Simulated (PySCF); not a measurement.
Method: B3LYP-D3(BJ)/def2-TZVP // BP86-D3(BJ)/def2-SVP (PySCF 2.14.0). Gas-phase values, no solvent. One relaxed conformer stands for a flexible species; it need not be the lowest. B3LYP has the VWN-RPA correlation part, as in Gaussian. 

Reference species: [Ti(NH2)4] (neutral, multiplicity 1).

| Quantity | Result |
|---|---|
| HOMO | -6.55 eV |
| mean distance from the central atom to its bonded neighbours | 1.899 Å |
| coordination number | 4 |

After one change: the HOMO falls by 0.90 eV; the mean distance from the central atom to its bonded neighbours falls by 0.071 Å; the coordination number stays essentially unchanged.

Problem. What was changed between the two runs? The new species is one of these.
A. [Mo(=O)2(NH2)2]
B. [V(=O)(NH2)3]
C. [Nb(=O)(NH2)3]
D. [Zr(NH2)4]

Solution. A, [Mo(=O)2(NH2)2]
